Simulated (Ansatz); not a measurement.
Reaction: BGeH5 (SMILES [BH2][GeH3]) → BGeH4 (SMILES [BH2][GeH2], doublet) + H (doublet) (the Ge-H bond breaks)
Each species at its own B3LYP-D3(BJ)/def2-TZVP minimum (Ansatz, an electronic-structure program).

Quantity: bond dissociation energy (electronic), in kJ/mol. Radicals and triplets start from unrestricted determinants; spin-orbit coupling is neglected. Correlated methods leave the cores frozen (noble-gas shells, and filled d and f shells in the p block). No relativity. CBS(X,Y): correlation extrapolated as X^-3, Hartree-Fock from the larger set. A bracket is a step between two methods taken in the basis named. Double hybrids freeze cores in their MP2 part. For partners of very few electrons the exact lower level stands in for a higher one.

CCSD(T)/CBS(cc-pVTZ,cc-pVQZ) + [CCSDT(Q) - CCSD(T)]/cc-pVTZ (Ansatz) gives 320.6 kJ/mol.

**Question.** How far off this value is PBE/def2-TZVPD (Ansatz), in which direction, and how far these levels: r2SCAN/def2-TZVPD, PBE0/def2-TZVPD, wB97M-V/def2-TZVPD, B2PLYP/def2-TZVPD, CCSD(T)/CBS(cc-pVTZ,cc-pVQZ)?

**Answer.** PBE gives 294.3 kJ/mol, 26.3 kJ/mol below it. Differences of the others: r2SCAN/def2-TZVPD (Ansatz) -18.3; PBE0/def2-TZVPD (Ansatz) -19.5; wB97M-V/def2-TZVPD (Ansatz) -2.6; B2PLYP/def2-TZVPD (Ansatz) -9.7; CCSD(T)/CBS(cc-pVTZ,cc-pVQZ) (Ansatz) 0.4 kJ/mol.
